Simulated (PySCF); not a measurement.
1-chloro-1-fluoroethene (C₂H₂ClF), SMILES C=C(F)Cl.

Geometry optimised at TPSSh-D3(BJ)/def2-SVP.

Method: CAM-B3LYP/def2-TZVPD (PySCF).

Symmetry labels are those of the subgroup Cs that the program uses (full group Cs).

Task: List the valence orbital energies around the gap with their symmetry. (Estimate from the structure and the level; the computed values follow.)

Result: 
```csv
orbital,symmetry,energy (eV)
HOMO−7,A',-16.55
HOMO−6,A',-16.00
HOMO−5,A",-15.74
HOMO−4,A',-13.68
HOMO−3,A',-12.99
HOMO−2,A",-11.90
HOMO−1,A',-11.08
HOMO,A",-9.06
LUMO,A",0.70
LUMO+1,A',0.72
LUMO+2,A',1.22
LUMO+3,A',1.62
```
